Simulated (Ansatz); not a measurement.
Ansatz (a program for electronic structure) input (CCSD(T)/aug-cc-pVDZ):

Ansatz 0.2 input:
```yaml
crystal:
  periodic: [false, false, false]
  atoms:
    - {symbol: C, position_ang: [2.92116234, 0.57709627, -0.11022527]}
    - {symbol: C, position_ang: [1.91181114, -0.43595022, 0.45540262]}
    - {symbol: C, position_ang: [0.54006170, 0.13744859, 0.58694025]}
    - {symbol: C, position_ang: [-0.49634002, 0.00854825, -0.33304323]}
    - {symbol: C, position_ang: [-0.38478875, -0.70090625, -1.51205814]}
    - {symbol: C, position_ang: [-1.82695721, 0.65586844, 0.00041042]}
    - {symbol: C, position_ang: [-2.74047486, -0.27249071, 0.80573180]}
    - {symbol: H, position_ang: [3.92052415, 0.14084575, -0.16932408]}
    - {symbol: H, position_ang: [2.97709296, 1.46668770, 0.52005099]}
    - {symbol: H, position_ang: [2.62484424, 0.89577266, -1.11061121]}
    - {symbol: H, position_ang: [2.25836809, -0.76463512, 1.44004899]}
    - {symbol: H, position_ang: [1.89984207, -1.32391323, -0.17928974]}
    - {symbol: H, position_ang: [0.35853115, 0.75674724, 1.46009709]}
    - {symbol: H, position_ang: [0.52352582, -1.21351643, -1.79405873]}
    - {symbol: H, position_ang: [-1.21664728, -0.76435679, -2.20034630]}
    - {symbol: H, position_ang: [-1.65205921, 1.57387815, 0.56661867]}
    - {symbol: H, position_ang: [-2.32990101, 0.94894082, -0.92385487]}
    - {symbol: H, position_ang: [-2.94994877, -1.18775702, 0.24899061]}
    - {symbol: H, position_ang: [-3.69174616, 0.21218109, 1.03470108]}
    - {symbol: H, position_ang: [-2.26927202, -0.55856084, 1.74802673]}
basis:
  gaussian:
    orbitals: aug-cc-pVDZ
magnetization: {spin_polarized: true, initial_magnetization: 1}
correlation: {method: ccsd_t, electrons: outside_noble_gas}
output: {forces: true}
```

Output:

```
Functional definition: HF
integrals: 4.42 GiB planned
2759 factors; integrals over basis functions are off by at most 7.1e-4 eV
1.60 GiB of device memory are held for the factors and their scratch space
mean field: 2.38 GiB planned
mean field evaluation 1: about -7411.6765 eV, gradient 3.4e1 eV
mean field evaluation 2: about -7411.6828 eV, gradient 3.4e1 eV
mean field evaluation 4: about -7418.5811 eV, gradient 4.0e0 eV
mean field evaluation 8: about -7418.8583 eV, gradient 4.7e-1 eV
mean field evaluation 16: about -7417.5246 eV, gradient 1.3e1 eV
mean field -7418.86585462 eV, -272.6382914694 hartree, gradient 2.3e-6 eV, S^2 0.946941; 0 other end points of the search recorded, 0 dependent functions left out
7 core orbitals not correlated
reference -7418.86585462 eV, -272.6382914694 hartree; 21, 20 occupied and 250, 251 virtual orbitals, 2759 factors
densities: 47.80 GiB planned
second order -26.79883925 eV of doubles, -0.00000000 eV of singles
coupled cluster: 34.01 GiB planned
cycle   1  -28.41723617 eV  change    -1.6e0 eV  update   1.2e-1
cycle   2  -29.24897947 eV  change   -8.3e-1 eV  update   4.4e-2
cycle   3  -29.43927504 eV  change   -1.9e-1 eV  update   2.7e-2
cycle   4  -29.45320474 eV  change   -1.4e-2 eV  update   1.4e-2
cycle   5  -29.45432243 eV  change   -1.1e-3 eV  update   5.1e-3
cycle   6  -29.45573670 eV  change   -1.4e-3 eV  update   1.7e-3
cycle   7  -29.45597208 eV  change   -2.4e-4 eV  update   5.1e-4
cycle   8  -29.45610552 eV  change   -1.3e-4 eV  update   2.2e-4
cycle   9  -29.45610812 eV  change   -2.6e-6 eV  update   1.0e-4
cycle  10  -29.45607779 eV  change    3.0e-5 eV  update   5.9e-5
cycle  11  -29.45611132 eV  change   -3.4e-5 eV  update   3.8e-5
cycle  12  -29.45611896 eV  change   -7.6e-6 eV  update   2.1e-5
cycle  13  -29.45612306 eV  change   -4.1e-6 eV  update   9.6e-6
cycle  14  -29.45612209 eV  change    9.6e-7 eV  update   3.6e-6
cycle  15  -29.45611889 eV  change    3.2e-6 eV  update   1.5e-6
coupled cluster: 34.01 GiB planned
perturbative correction -1.06620221 eV, -0.0391822084 hartree
the calculation of the forces begins
1.60 GiB of device memory are held for the factors and their scratch space
Total energy: -7449.38817572 eV, -273.7599660812 hartree
Atom 0 at     2.921162     0.577096    -0.110225 Å, force    -0.099283    -0.079561     0.047915 eV/Å
Atom 1 at     1.911811    -0.435950     0.455403 Å, force     0.211273     0.005335    -0.049531 eV/Å
Atom 2 at     0.540062     0.137449     0.586940 Å, force     0.311498     0.076114     0.347265 eV/Å
Atom 3 at    -0.496340     0.008548    -0.333043 Å, force    -0.503352     0.301631     0.222097 eV/Å
Atom 4 at    -0.384789    -0.700906    -1.512058 Å, force     0.059232    -0.332990    -0.523847 eV/Å
Atom 5 at    -1.826957     0.655868     0.000410 Å, force    -0.016669    -0.050140     0.039015 eV/Å
Atom 6 at    -2.740475    -0.272491     0.805732 Å, force     0.074354     0.037642    -0.049806 eV/Å
Atom 7 at     3.920524     0.140846    -0.169324 Å, force     0.436293    -0.195175    -0.025637 eV/Å
Atom 8 at     2.977093     1.466688     0.520051 Å, force     0.015190     0.394535     0.295221 eV/Å
Atom 9 at     2.624844     0.895773    -1.110611 Å, force    -0.147922     0.138203    -0.463610 eV/Å
Atom 10 at     2.258368    -0.764635     1.440049 Å, force     0.137573    -0.138820     0.420117 eV/Å
Atom 11 at     1.899842    -1.323913    -0.179290 Å, force    -0.010898    -0.408562    -0.292276 eV/Å
Atom 12 at     0.358531     0.756747     1.460097 Å, force    -0.099243     0.304837     0.425581 eV/Å
Atom 13 at     0.523526    -1.213516    -1.794059 Å, force     0.457636    -0.255258    -0.141804 eV/Å
Atom 14 at    -1.216647    -0.764357    -2.200346 Å, force    -0.408544    -0.024910    -0.337860 eV/Å
Atom 15 at    -1.652059     1.573878     0.566619 Å, force     0.090374     0.412184     0.260696 eV/Å
Atom 16 at    -2.329901     0.948941    -0.923855 Å, force    -0.228643     0.125521    -0.429329 eV/Å
Atom 17 at    -2.949949    -1.187757     0.248991 Å, force    -0.088159    -0.409426    -0.263238 eV/Å
Atom 18 at    -3.691746     0.212181     1.034701 Å, force    -0.417195     0.218339     0.097025 eV/Å
Atom 19 at    -2.269272    -0.558561     1.748027 Å, force     0.226483    -0.119498     0.422005 eV/Å
Dipole moment:     0.027968     0.022963     0.049614 e Å
```

It need not be the lowest isomer of its formula.

The determinant is spin-contaminated: <S^2> is 0.95 against 0.75 for a pure state.
